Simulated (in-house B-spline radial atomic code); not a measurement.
**Ionising the xenon ion Xe⁺ with different functionals**

Computed with a radial B-spline atomic code at the basis-set limit: four-component Dirac-Coulomb Hamiltonian, Fermi nucleus of rms radius 4.7859 fm, spin-restricted, spherical fractional occupations for the functionals, and exact exchange of hybrids averaged over the configuration. The ionisation energy is the difference of two self-consistent energies, [Kr] 4d10 5s2 5p5 → [Kr] 4d10 5s2 5p4, without Breit or QED terms; ε is the level of the shell that loses the electron (mean over j). The electron is taken from both j subshells in proportion to 2j + 1, so the result is a j average, not the step between ground levels.

| method | rung | ΔSCF (eV) | -ε(5p) (eV) |
| --- | --- | --- | --- |
| BHandHLYP | global hybrid | 21.68 | 19.60 |
| B3LYP | global hybrid | 21.81 | 18.12 |
| HSE06 | range-separated hybrid | ? | ? |
| CAM-B3LYP | range-separated hybrid | ? | ? |

What does CAM-B3LYP give?

ΔSCF 21.81 eV, and -ε(5p) = 19.79 eV.

What does HSE06 give?

ΔSCF 21.79 eV, and -ε(5p) = 17.98 eV.

Among the functionals, which spreads more, the ΔSCF values or the orbital energies?

The orbital energies: ΔSCF values span about 0.13 eV and the orbital energies 1.81 eV; here energy differences depend much less on the functional than eigenvalues do.

How do they compare with the NIST value?

NIST lists 20.975 eV ± 0.004 (semi-empirical, ground level to ground level). Errors run from +0.70 to +0.83 eV. The correlated functionals all miss on the same side by more than they spread, so the cause is common to them (Breit-QED terms, spin polarisation, the choice among j levels, multiplet and fine-structure energies, or a listed next ion that isn't the cheapest removal here) and closeness doesn't rank the functionals.
